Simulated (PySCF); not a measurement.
H4Si2, charge -1, doublet, geometry from GFN2-xTB (a state made from the parent by changing its charge; the spin is typed, not shown lowest) (in this run its highest filled SCF level lies above zero, so its values depend strongly on the basis, on diffuse functions most of all). Base run: SVWN5/pcseg-1 in PySCF.

PySCF was given this input:
```python
from pyscf import gto, scf, dft

mol = gto.Mole()
mol.atom = '''
    Si    0.026966    0.959268    0.752761
    H    -0.501920    2.081281   -0.050370
    Si    0.001772   -0.804460   -0.558020
    H     0.839805   -0.898939   -1.808743
    H    -1.275548   -1.392035   -1.104597
    H     0.535330   -1.957621    0.237334
'''
mol.basis = 'pcseg-1'
mol.charge = -1
mol.spin = 1
mol.verbose = 4
mol.build()

mf = dft.UKS(mol)
mf.xc = 'lda,vwn'
mf.kernel()
```

The base run was repeated with changes; each row names its change, and settings that it needs were set with it.

| change | ΔE vs base (mEh) | fitting functions |
|---|---|---|
| base | 0.000 | - |
| auxbasis = def2-svp-ri | -891.8 | 180 |
| auxbasis = def2-universal-jfit | -0.335 | 146 |
| auxbasis = even-tempered beta=2.0 | -0.040 | 466 |
| auxbasis = even-tempered beta=1.6 | -0.009 | 696 |
| auxbasis = cc-pvtz-jkfit | -0.036 | 362 |
| auxbasis = autoaux | -0.054 | 426 |
| auxbasis = def2-universal-jkfit | -0.098 | 328 |
| auxbasis = cc-pvdz-jkfit | -0.063 | 316 |
| auxbasis = cc-pvtz-ri | -27.204 | 364 |

A fitting set is made for a task (jfit for Coulomb, jkfit for Coulomb and exchange, ri for correlation) and for a family of orbital bases.

Open shells are given as the SCF converged; they aren't shown to be the lowest states, and a large step between rows can be another state.
